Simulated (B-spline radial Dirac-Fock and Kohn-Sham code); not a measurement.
# Gd²⁺: non-radiative channels of the 2p1/2 vacancy

System: gadolinium as Gd²⁺, [Xe] 4f7 5d1, inside a Watson sphere of charge -2 and radius 1.8 Å (a model of the Madelung potential; inside it an electron's potential energy is raised by 16.0 eV).

Level of theory: a relativistic independent-particle model: LDA orbitals of the hole state, radiative multipoles to third order, Auger rates from the Coulomb interaction with a continuum orbital, Dirac-Fock energies; a B-spline atomic structure program. Kinetic energies are configuration averages from the vacuum level; the two-hole energies are estimated from single-hole states.

```
transition  kinetic energy (eV)  width (meV)  share (%)
   L2-L3N1                259.0         32.1        1.0
   L2-L3N2                335.6          173        5.3
   L2-L3N3                369.2         54.6        1.7
   L2-L3N4                497.7          247        7.6
   L2-L3N5                504.3         78.1        2.4
   L2-M1M2               4297.9         86.8        2.7
   L2-M2M2               4479.6         84.1        2.6
   L2-M2M3               4629.9          260        8.0
   L2-M2M4               4962.3          137        4.2
   L2-M2M5               4986.1          233        7.2
   L2-M3M4               5101.3          182        5.6
   L2-M4M4               5427.2          152        4.7
   L2-M4M5               5456.8          652       20.1
   L2-M5M5               5488.8         28.6        0.9
   L2-M2N2               5891.1         31.5        1.0
   L2-M2N3               5922.3         55.9        1.7
   L2-M3N2               6033.1         39.7        1.2
   L2-M2N5               6056.9         43.6        1.3
   L2-M3N4               6194.5         28.7        0.9
   L2-M5N2               6394.4         31.3        1.0
   L2-M4N3               6396.8         37.0        1.1
   L2-M4N4               6526.3         48.3        1.5
   L2-M4N5               6531.2          112        3.5
   L2-M5N4               6555.7         85.4        2.6
```

The listed channels hold 90 % of the non-radiative rate. Summed by principal shells, of 3.24 eV in all: LMM 57.7 %, LMN 19.6 %, LLN 18.3 %, LNN 1.6 %, LMO 1.3 %, LLO 1.2 %.

Values without a named source are computed, but for edge energies of neutral atoms, which are taken from tables.
